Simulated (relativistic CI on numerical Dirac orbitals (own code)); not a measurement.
Electric-dipole lines of Ni V

Method of calculation: Dirac-Coulomb-Breit CI, separate exchange-only KLI orbitals for each configuration, a model potential for QED, valence Slater integrals scaled by 0.85, P86 correlation estimate, and configurations built on the next ion tied to the tabulated ionisation energy (semi-empirical) (own radial code, finite nucleus).

CI space (outside the closed core [Ne]): 3s2 3p6 3d6, 3s2 3p6 3d5 4s, 3s2 3p6 3d5 4p, 3s2 3p6 3d5 4d, 3s2 3p6 3d5 5s, 3s2 3p6 3d5 4f, 3s2 3p5 3d7, 3s2 3p6 3d5 5p, 3s2 3p6 3d4 4s2, 3s2 3p6 3d5 5d, 3s2 3p4 3d8, 3s2 3p6 3d4 4s 4p, 3s2 3p6 3d5 5f, 3s2 3p6 3d5 5g, 3s 3p6 3d7, 3s2 3p6 3d4 4p2, 3s2 3p6 3d4 4s 4d, 3s2 3p6 3d4 4p 4d. Levels of other configurations are missing.

```csv
λ vac (Å),Lower,Upper,A (s⁻¹),log gf,S velocity/length
333.33,3s2 3p6 3d6 5D_4 [1],3s2 3p6 3d5 4p 5D°_4 [152],3.81e+09,-0.24,1.00
339.28,3s2 3p6 3d6 5D_4 [1],3s2 3p6 3d5 4p 5P°_3 [134],4.73e+09,-0.24,0.89
344.67,3s2 3p6 3d6 5D_4 [1],3s2 3p6 3d5 4p 5F°_5 [117],4.82e+09,-0.02,0.96
345.21,3s2 3p6 3d6 5D_3 [2],3s2 3p6 3d5 4p 5F°_4 [118],3.66e+09,-0.23,0.96
348.75,3s2 3p6 3d6 1I_6 [22],3s2 3p6 3d5 4p 1H°_5 [256],9.55e+09,0.28,0.88
353.66,3s2 3p6 3d6 3H_6 [8],3s2 3p6 3d5 4p 3H°_6 [178],5.02e+09,0.09,0.91
365.03,3s2 3p6 3d6 1I_6 [22],3s2 3p6 3d5 4p 1I°_6 [192],6.56e+09,0.23,0.86
367.28,3s2 3p6 3d6 3H_6 [8],3s2 3p6 3d5 4p 3G°_5 [145],4.77e+09,0.03,0.84
367.84,3s2 3p6 3d6 3H_5 [11],3s2 3p6 3d5 4p 3G°_4 [146],4.63e+09,-0.07,0.83
387.89,3s2 3p6 3d6 5D_4 [1],3s2 3p6 3d5 4p 5P°_3 [94],4.26e+09,-0.17,0.81
1253.6,3s2 3p6 3d5 4s 1I_6 [62],3s2 3p6 3d5 4p 1I°_6 [192],1.27e+09,0.59,0.92
1262.0,3s2 3p6 3d5 4s 7S_3 [35],3s2 3p6 3d5 4p 7P°_4 [88],1.32e+09,0.45,0.95
1264.6,3s2 3p6 3d5 4s 5F_5 [66],3s2 3p6 3d5 4p 5G°_6 [203],1.23e+09,0.58,0.99
1264.9,3s2 3p6 3d5 4s 3G_5 [45],3s2 3p6 3d5 4p 3G°_5 [145],1.18e+09,0.49,0.92
1267.2,3s2 3p6 3d5 4s 5G_6 [37],3s2 3p6 3d5 4p 5F°_5 [117],8.61e+08,0.36,0.88
1271.0,3s2 3p6 3d5 4s 5G_6 [37],3s2 3p6 3d5 4p 5H°_7 [116],1.29e+09,0.67,1.00
1277.0,3s2 3p6 3d5 4s 5G_5 [38],3s2 3p6 3d5 4p 5H°_6 [115],1.24e+09,0.60,0.99
1279.3,3s2 3p6 3d5 4s 5D_4 [48],3s2 3p6 3d5 4p 5F°_5 [147],1.16e+09,0.50,0.98
1281.5,3s2 3p6 3d5 4s 7S_3 [35],3s2 3p6 3d5 4p 7P°_3 [87],1.24e+09,0.33,0.95
1283.7,3s2 3p6 3d5 4s 3H_6 [77],3s2 3p6 3d5 4p 3I°_7 [234],1.24e+09,0.66,1.01
1285.1,3s2 3p6 3d5 4s 5G_4 [40],3s2 3p6 3d5 4p 5H°_5 [114],1.09e+09,0.47,0.99
1290.1,3s2 3p6 3d5 4s 3I_7 [61],3s2 3p6 3d5 4p 3K°_8 [174],1.25e+09,0.72,1.03
1291.8,3s2 3p6 3d5 4s 5G_3 [41],3s2 3p6 3d5 4p 5H°_4 [113],1.14e+09,0.41,0.99
1317.2,3s2 3p6 3d5 4s 5G_6 [37],3s2 3p6 3d5 4p 5G°_6 [111],1.12e+09,0.58,0.95
1321.6,3s2 3p6 3d5 4s 5G_5 [38],3s2 3p6 3d5 4p 5G°_5 [110],9.45e+08,0.43,0.96
1330.0,3s2 3p6 3d5 4s 5S_2 [36],3s2 3p6 3d5 4p 5P°_3 [94],1.13e+09,0.32,0.95
1333.5,3s2 3p6 3d5 4s 1I_6 [62],3s2 3p6 3d5 4p 1K°_7 [180],1.05e+09,0.63,1.03
1339.2,3s2 3p6 3d5 4s 3G_3 [46],3s2 3p6 3d5 4p 3H°_4 [133],1.01e+09,0.39,1.01
1344.3,3s2 3p6 3d5 4s 3G_4 [47],3s2 3p6 3d5 4p 3H°_5 [131],1.03e+09,0.49,1.01
1350.9,3s2 3p6 3d5 4s 3G_5 [45],3s2 3p6 3d5 4p 3H°_6 [128],1.04e+09,0.57,1.01
```

Terms are leading LS components. Brackets give the number of a level in order of energy, since labels repeat. The list gives strong lines, with weight on those to low levels, without configurations that were not tied to measured data, among the lowest 300 of 5825 levels, so that lines to higher ones, which can be the strongest, are missing. Levels whose partners in the same complex of configurations lie outside the list can be far off, and so can their lines. Rates are taken at the computed energies, electric ones in the length gauge. A velocity-to-length ratio far from 1 marks an uncertain rate.

Configurations that consist of the next ion and one excited electron were tied to the tabulated ionisation energy; Rydberg ones are usually within 1,000 to 3,000 cm⁻¹ and the lowest ones within about 6,000 (9,000 in d shells), while levels on excited terms of the next ion carry the error of that term, and the other configurations can be misplaced by 10,000 cm⁻¹ or more. Rates follow the energies as ν³ (E1, M1) or ν⁵ (E2), so rates, branching and lifetimes can be off by large factors. 67 of the 69 excited levels that our extract of the measured tables holds in this range could be paired (the sources list more); they are missed by 3206 cm⁻¹ on average and 7052 at most, and levels without a partner can miss by more.
